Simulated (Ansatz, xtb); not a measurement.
Species: GeI₂ (charge 0, triplet). This is an excited triplet: at this geometry the singlet lies 1.79 eV lower at RI-MP2/CBS(def2-TZVPPD,def2-QZVPPD)+[CCSD(T)-MP2]/def2-TZVPPD. SMILES: [I][Ge][I]
Geometry from a B3LYP-D3(BJ)/def2-TZVP (Ansatz, a first-principles code) optimisation:
```xyz
3

Ge    -0.0143    -0.0191     0.9723
I      1.1756    -1.8912    -0.3136
I     -1.1670     1.9027    -0.2734
```
Charge 0, spin multiplicity 3.

Harmonic wavenumbers from GFN2-xTB (xtb, at its own minimum), cm⁻¹: 46, 174, 203.

**Question.** Give the harmonic wavenumbers at B3LYP-D3(BJ)/def2-TZVP (Ansatz, finite differences of forces, unscaled).

**Answer.** 53, 178, 239 cm⁻¹. Zero-point energy 0.7 kcal/mol.

**Question.** From these and the geometry, give the ideal-gas thermochemistry at 298.15 K and 1 atm (rigid rotor, harmonic oscillator).

**Answer.** Point group C2v, rotational symmetry number 2. Rotational constants 5.583, 0.4006, 0.3738 GHz. S(trans) 43.24, S(rot) 28.95, S(vib) 8.86, S(elec, spin only) 2.18, S 83.2 cal/(mol K). H(298) - H(0) 3.58 kcal/mol; G - E(el) -20.6 kcal/mol.
